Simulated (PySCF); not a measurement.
How methods differ on the ionisation energy of Cu⁺

Cu⁺ [Ar] 3d10 (1S) → Cu²⁺ [Ar] 3d9 (2D), as a difference of total energies. All numbers are calculated (PySCF 2.14, the spin-free X2C one-electron Hamiltonian (Gaussian nucleus), in aug-cc-pVDZ-DK (7s6p4d2f, 59 functions)). Correlated levels: valence: [Ar] frozen. The calculations carry no spin-orbit coupling.

```tsv
method	ionisation energy (eV)	plus first-order spin-orbit estimate	error of that sum (eV)
UHF	17.177	17.071	-3.221
LDA	21.401	21.295	+1.003
PBE	20.828	20.722	+0.430
PBE0	20.150	20.044	-0.248
r2SCAN	20.296	20.190	-0.102
BP86	20.901	20.795	+0.503
wB97X	20.210	20.104	-0.188
BHandHLYP	19.533	19.427	-0.865
TPSSh	20.198	20.092	-0.200
MP2 (valence)	20.692	20.586	+0.294
SCS-MP2 (valence)	20.254	20.148	-0.144
```

Reference: 20.292 eV (measured; NIST Atomic Spectra Database, ionization energies).

A first-order spin-orbit estimate (lowest level to lowest level, LS coupling) adds -0.106 eV.

Errors of the correlated levels include the incompleteness of this basis and the frozen core.
